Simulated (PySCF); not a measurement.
**Correlation energy of C(2+) (carbon, charge +2)**

[He] 2s2, closed-shell 1S. Calculation: PySCF 2.14, in ANO-RCC-VTZP (4s3p2d1f, 30 functions); scalar relativity by spin-free X2C-1e. Frozen: nothing; 4 electrons correlated.

```
  level  correlation energy (mhartree)
   CCSD                         -78.35
    (T)                          -0.26
CCSD(T)                         -78.61
  CCSDT                         -78.61
```

Diagnostics: T1 = 0.0061, D1 = 0.0122, largest double amplitude 0.154.

Is a single reference adequate?

Not fully. A double-excitation amplitude exceeds 0.15, a sign of near-degeneracy.
